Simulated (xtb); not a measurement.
Br$_{2}$Zn (SMILES [Br][Zn][Br]), singlet, geometry from GFN2-xTB (such geometries of metal compounds can be far from the true shape), atoms displaced at random by about 0.1 Å a coordinate; GFN2-xTB (xtb 6.7.1).

xtb was given this input:
```
$ xtb mol.xyz --gfn 2 --opt --input xcontrol --json

# file mol.xyz
3

Zn     0.06941340    -0.01963745    -0.07387038
Br    -0.24889560     1.63376160    -1.36196022
Br     0.23033061    -1.69464507     1.54674180

# file xcontrol
$opt
  engine=lbfgs
$end
```

The log (banner, timings and long lists left out):

```
   ID    Z sym.   atoms
    1   30 Zn     1
    2   35 Br     2, 3

           -------------------------------------------------
          |                Calculation Setup                |
           -------------------------------------------------

           -------------------------------------------------
          |                 G F N 2 - x T B                 |
           -------------------------------------------------

          ...................................................
          :                      SETUP                      :
          :.................................................:
          :  # basis functions                  24          :
          :  # atomic orbitals                  22          :
          :  # shells                            8          :
          :  # electrons                        16          :
          :  max. iterations                   250          :
          :  Hamiltonian                  GFN2-xTB          :
          :  restarted?                      false          :
          :  GBSA solvation                  false          :
          :  PC potential                    false          :
          :  electronic temp.          300.0000000     K    :
          :  accuracy                    1.0000000          :
          :  -> integral cutoff          0.2500000E+02      :
          :  -> integral neglect         0.1000000E-07      :
          :  -> SCF convergence          0.1000000E-05 Eh   :
          :  -> wf. convergence          0.1000000E-03 e    :
          :  Broyden damping             0.4000000          :
          :  net charge                          0          :
          :  unpaired electrons                  0          :
          ...................................................

 iter      E             dE          RMSdq      gap      omega  full diag
   1     -8.7858574 -0.878586E+01  0.175E+01    5.62       0.0  T
   2     -8.7877416 -0.188416E-02  0.803E+00    5.72       1.0  T
   3     -8.7330476  0.546939E-01  0.675E+00    4.58       1.0  T
   4     -8.7868324 -0.537847E-01  0.413E+00    4.88       1.0  T
   5     -8.8051865 -0.183541E-01  0.137E+00    5.18       1.0  T
   6     -8.8055785 -0.392030E-03  0.532E-01    5.22       1.0  T
   7     -8.8055991 -0.205510E-04  0.199E-01    5.18       1.0  T
   8     -8.8056700 -0.708971E-04  0.551E-02    5.20       1.0  T
   9     -8.8056713 -0.133176E-05  0.382E-02    5.21       1.5  T
  10     -8.8056730 -0.171654E-05  0.189E-02    5.20       3.1  T
  11     -8.8056730  0.438192E-10  0.204E-02    5.20       2.8  T
  12     -8.8056733 -0.298389E-06  0.294E-03    5.20      19.6  T
  13     -8.8056733 -0.987983E-09  0.106E-03    5.20      54.7  T
  14     -8.8056733  0.532303E-10  0.801E-04    5.20      72.1  T
  15     -8.8056733 -0.222967E-09  0.287E-04    5.20     201.1  T

   *** convergence criteria satisfied after 15 iterations ***

         :::::::::::::::::::::::::::::::::::::::::::::::::::::
         ::                     SUMMARY                     ::
         :::::::::::::::::::::::::::::::::::::::::::::::::::::
         :: total energy              -8.794069332848 Eh    ::
         :: gradient norm              0.052000776059 Eh/a0 ::
         :: HOMO-LUMO gap              5.203733918090 eV    ::
         ::.................................................::
         :: SCC energy                -8.805673461779 Eh    ::
         :: -> isotropic ES            0.060856102987 Eh    ::
         :: -> anisotropic ES          0.005571524237 Eh    ::
         :: -> anisotropic XC         -0.022126605268 Eh    ::
         :: -> dispersion             -0.002042468882 Eh    ::
         :: repulsion energy           0.011604128931 Eh    ::
         :: add. restraining           0.000000000000 Eh    ::
         :: total charge              -0.000000000000 e     ::
         :::::::::::::::::::::::::::::::::::::::::::::::::::::

      -----------------------------------------------------------
     |                       L-ANC optimizer                     |
      -----------------------------------------------------------
          low memory version by Sebastian Ehlert

          ...................................................
          :                      SETUP                      :
          :.................................................:
          :   energy convergence        0.5000000E-05 Eh    :
          :   grad. convergence         0.1000000E-02 Eh/a0 :
          :   optimization log               true           :
          :   writing optlog all                1     steps :
          :   Hessian reset                    20     steps :
          :   maximium step len.        1.0000000     a0    :
          :   LBFGS images                     20           :
          ...................................................
 * calculating model hessian...
Using Lindh-Hessian (1995)
 Shifting diagonal of input Hessian by    1.0000000000000000E-002
 Lowest  eigenvalues of input Hessian
    0.000000    0.000000    0.000000    0.000000    0.000000    0.000000
    0.010370    0.070854    0.269027
 Highest eigenvalues
    0.000000    0.000000    0.000000    0.010370    0.070854    0.269027

........................................................................
.............................. CYCLE    1 ..............................
........................................................................

 iter      E             dE          RMSdq      gap      omega  full diag
   1     -8.8034114 -0.880341E+01  0.996E-01    4.76       0.0  T
   2     -8.8043950 -0.983634E-03  0.817E-01    5.02       1.0  T
   3     -8.8050942 -0.699173E-03  0.522E-01    4.92       1.0  T
   4     -8.8050981 -0.393745E-05  0.411E-01    4.96       1.0  T
   5     -8.8051471 -0.489575E-04  0.140E-01    4.94       1.0  T
   6     -8.8051554 -0.833446E-05  0.904E-02    4.94       1.0  T
   7     -8.8051602 -0.478773E-05  0.389E-02    4.94       1.5  T
[...]
 * total energy  :    -8.7986388 Eh     change       -0.4569487E-02 Eh
 * total energy  :    -8.7986974 Eh     change       -0.5859859E-04 Eh
 * total energy  :    -8.7987069 Eh     change       -0.9524517E-05 Eh
 * total energy  :    -8.7987088 Eh     change       -0.1838444E-05 Eh
   *** GEOMETRY OPTIMIZATION CONVERGED AFTER 4 CYCLES ***
[...]
          :  PC potential                    false          :
          :  electronic temp.          300.0000000     K    :
          :  accuracy                    1.0000000          :
          :  -> integral cutoff          0.2500000E+02      :
          :  -> integral neglect         0.1000000E-07      :
          :  -> SCF convergence          0.1000000E-05 Eh   :
          :  -> wf. convergence          0.1000000E-03 e    :
          :  Broyden damping             0.4000000          :
          :  net charge                          0          :
          :  unpaired electrons                  0          :
          ...................................................

 iter      E             dE          RMSdq      gap      omega  full diag
   1     -8.8044731 -0.880447E+01  0.621E-05    4.79       0.0  T
   2     -8.8044731 -0.717648E-12  0.543E-05    4.79    1063.8  T
   3     -8.8044731  0.637712E-12  0.440E-05    4.79    1310.8  T

   *** convergence criteria satisfied after 3 iterations ***

         :::::::::::::::::::::::::::::::::::::::::::::::::::::
         ::                     SUMMARY                     ::
         :::::::::::::::::::::::::::::::::::::::::::::::::::::
         :: total energy              -8.798708781704 Eh    ::
         :: gradient norm              0.000214949415 Eh/a0 ::
         :: HOMO-LUMO gap              4.786331089883 eV    ::
         ::.................................................::
         :: SCC energy                -8.804473226070 Eh    ::
         :: -> isotropic ES            0.058025098047 Eh    ::
         :: -> anisotropic ES          0.005355915042 Eh    ::
         :: -> anisotropic XC         -0.019067022015 Eh    ::
         :: -> dispersion             -0.002001174353 Eh    ::
         :: repulsion energy           0.005764444366 Eh    ::
         :: add. restraining           0.000000000000 Eh    ::
         :: total charge               0.000000000000 e     ::
         :::::::::::::::::::::::::::::::::::::::::::::::::::::

           -------------------------------------------------
          |                Property Printout                |
           -------------------------------------------------

    * Orbital Energies and Occupations

         #    Occupation            Energy/Eh            Energy/eV
      -------------------------------------------------------------
         1        2.0000           -0.8664709             -23.5779
         2        2.0000           -0.8625033             -23.4699
         3        2.0000           -0.5569384             -15.1551
         4        2.0000           -0.4694181             -12.7735
         5        2.0000           -0.4620816             -12.5739
         6        2.0000           -0.4620196             -12.5722
         7        2.0000           -0.4489500             -12.2166
         8        2.0000           -0.4489358             -12.2162 (HOMO)
         9                         -0.2730414              -7.4298 (LUMO)
        10                         -0.1199189              -3.2632
        11                         -0.1153541              -3.1389
        12                         -0.0011368              -0.0309
        13                          0.0024342               0.0662
        14                          0.0024503               0.0667
        15                          0.0135649               0.3691
        16                          0.0135651               0.3691
        17                          0.0136984               0.3728
        18                          0.0136985               0.3728
        19                          0.0277351               0.7547
       ...                                ...                  ...
        22                          2.2210272              60.4372
      -------------------------------------------------------------
                  HL-Gap            0.1758944 Eh            4.7863 eV
             Fermi-level           -0.3609886 Eh           -9.8230 eV

     #   Z          covCN         q      C6AA      α(0)
     1  30 Zn       1.590     0.285   121.765    21.556
     2  35 Br       0.795    -0.142   188.579    22.140
     3  35 Br       0.795    -0.142   188.568    22.139

 Mol. C6AA /au·bohr⁶  :       1472.783380
 Mol. C8AA /au·bohr⁸  :      99087.072988
 Mol. α(0) /au        :         65.835131

Wiberg/Mayer (AO) data.
largest (>0.10) Wiberg bond orders for each atom

 ---------------------------------------------------------------------------
     #   Z sym  total        # sym  WBO       # sym  WBO       # sym  WBO
 ---------------------------------------------------------------------------
     1  30 Zn   2.053 --     3 Br   1.027     2 Br   1.026
     2  35 Br   1.278 --     1 Zn   1.026     3 Br   0.252
     3  35 Br   1.279 --     1 Zn   1.027     2 Br   0.252
 ---------------------------------------------------------------------------

Topologies differ in total number of bonds
Writing topology from bond orders to xtbtopo.mol

molecular dipole:
                 x           y           z       tot (Debye)
 q only:        0.042      -0.034      -0.043
   full:        0.134      -0.105      -0.141       0.563
molecular quadrupole (traceless):
                xx          xy          yy          xz          yz          zz
 q only:        2.547       0.635      -1.797      -0.561       3.873      -0.751
  q+dip:       10.919       2.739      -7.705      -2.390      16.599      -3.214
   full:       11.465       2.878      -8.091      -2.510      17.431      -3.374

optimized geometry written to: xtbopt.xyz

           -------------------------------------------------
          | TOTAL ENERGY               -8.798708781704 Eh   |
          | GRADIENT NORM               0.000214949415 Eh/α |
          | HOMO-LUMO GAP               4.786331089883 eV   |
           -------------------------------------------------

normal termination of xtb
```
